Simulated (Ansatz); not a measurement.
Basis-set extrapolation for CH$_{8}$ClNSi$_{2}$ (`CN[SiH]([SiH3])Cl`) (PBE0-D4/def2-TZVP geometry, frozen core, Ansatz 0.2.0). Multiplicity 1, RHF reference.

|  | def2-TZVPP | def2-QZVPP |
| --- | --- | --- |
| HF | -1134.486479 | -1134.522155 |
| MP2 correlation | -0.826679 | -0.891788 |
| CCSD(T) correlation | -0.931171 | not run |

Energies in hartree. Use E(X) = E(∞) + A·exp(−7.88·√X) for Hartree–Fock and E(X) = E(∞) + B·X^(−2.97) for correlation, with X = 3 and 4, and add CCSD(T) minus MP2 of the smaller set to the MP2 limit.

Q: What is the CCSD(T) energy at the basis-set limit?

A: HF limit: -1134.522155 + (-0.035676) × 0.13774 = -1134.52707. MP2 limit: -0.891788 + (-0.065109) × 0.74074 = -0.94002. Higher-order term: -0.931171 − (-0.826679) = -0.10449. Total: -1135.57158 hartree, 4.19 eV below CCSD(T)/def2-TZVPP.
